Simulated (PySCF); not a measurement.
A structure optimised at B3LYP-D3(BJ)/def2-SVP, used in a PySCF frequency run:

```
C
H 1 1.1010
H 1 1.1021 2 108.15
C 1 1.4837 2 109.78 3 -120.31
F 4 1.3370 1 116.34 2 162.60
H 4 1.0943 5 114.04 1 -153.28
C 1 1.5259 2 106.82 3 114.98
F 7 1.3405 1 111.65 2 -177.81
F 7 1.3432 8 107.77 1 -122.06
F 7 1.3449 8 107.56 9 -115.72
```
Charge 0, spin multiplicity 2.

Problem. Write its SMILES and formula.

Solution. F[CH]CC(F)(F)F, C₃H₃F₄

Problem. What are its rotational constants (standard atomic weights)?

Solution. 4.7242, 1.7260, 1.6695 GHz
